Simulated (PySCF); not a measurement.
**Electron correlation in P²⁺ (phosphorus, charge +2)**

[Ne] 3s1 3p2, high-spin 4P determinant (an excited configuration). Computed with PySCF 2.14 in aug-cc-pCVTZ-DK (8s7p5d3f, 75 functions), with the spin-free X2C one-electron Hamiltonian (Gaussian nucleus). Frozen: [Ne]; 3 electrons correlated.

| level | correlation energy (mhartree) |
| --- | --- |
| CCSD | -16.22 |
| (T) | -0.09 |
| CCSD(T) | -16.31 |

Diagnostics: T1 = 0.0022, D1 = 0.0051, largest double amplitude 0.054.

Is a single reference adequate?

Yes: T1 lies below 0.03 and no double amplitude reaches 0.07.
